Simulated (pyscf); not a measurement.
**H₃C–SnH₂–F, singlet**

Gas-phase minimum from PySCF at ωB97X-D3(BJ)/def2-SVP, one conformer. 

SMILES: [CH3][SnH2][F]
```xyz
8

C     -1.1529    -1.4523    -1.1856
Sn     0.5117    -0.7012    -0.0918
F      2.0346    -0.8120    -1.3016
H     -1.3539    -0.8070    -2.0525
H     -0.9369    -2.4709    -1.5383
H     -2.0467    -1.4785    -0.5442
H      0.9508    -1.6694     1.2446
H      0.3880     0.9563     0.3003
```

Bonded distances (Å): C1–Sn2 2.129, C1–H4 1.099, C1–H5 1.099, C1–H6 1.100, Sn2–F3 1.948, Sn2–H7 1.708, Sn2–H8 1.708. Angles (°): Sn2–C1–H4 109.9, Sn2–C1–H5 109.8, Sn2–C1–H6 110.1, H4–C1–H5 109.1, H4–C1–H6 109.0, H5–C1–H6 108.9, C1–Sn2–F3 105.8, C1–Sn2–H7 113.8, C1–Sn2–H8 113.8, F3–Sn2–H7 104.6, F3–Sn2–H8 104.7, H7–Sn2–H8 112.9.

Properties at ωB97X-D3(BJ)/def2-SVP:

```
Property                                                                                                                                                                                                              Value
---------------------------------------------------------------------------------------------------------------------  ----------------------------------------------------------------------------------------------------
Harmonic wavenumbers, unscaled                                                                                         57, 155, 377, 543, 558, 628, 651, 719, 786, 796, 1246, 1443, 1446, 1982, 1984, 3083, 3194, 3204 cm⁻¹
Zero-point energy                                                                                                                                                                                             32.7 kcal/mol
Rotational symmetry number                                                                                                                                                                                                1
Entropy of this conformer at 298 K and 1 atm, rigid rotor and harmonic oscillator, modes under 100 cm⁻¹ raised to 100                                                                                       316.9 J/(mol K)
Dipole moment                                                                                                                                                                                                        3.03 D
```

Single-point totals, which compare only within one level (frozen core for MP2 and CC):

```
level                   total energy (hartree)
----------------------  ----------------------
ωB97X-D3(BJ)/def2-TZVP              -355.45052
PBE/def2-TZVP                       -355.17175
r²SCAN/def2-TZVP                    -355.34700
B3LYP-D3(BJ)/def2-TZVP              -355.42398
PBE0-D3(BJ)/def2-TZVP               -355.19460
M06-2X/def2-TZVP                    -355.20653
ωB97M-D3(BJ)/def2-TZVP              -355.39614
HF/def2-TZVPP                       -353.64656
MP2/def2-TZVPP                      -354.41388
CCSD/def2-TZVPP                     -354.43195
CCSD(T)/def2-TZVPP                  -354.45554
```

Soft torsions are taken as harmonic, which can shift the entropy by several J/(mol K). The CCSD(T) − MP2 part came from Ansatz, without density fitting, on the same reference. The frozen core leaves the outer d or s,p core shells of the metals and heavy elements correlated in the MP2 and CC values, and def2-TZVPP describes them poorly, so these totals are far from the basis limit. Elements past Kr carry the def2 core potentials, without spin-orbit coupling.
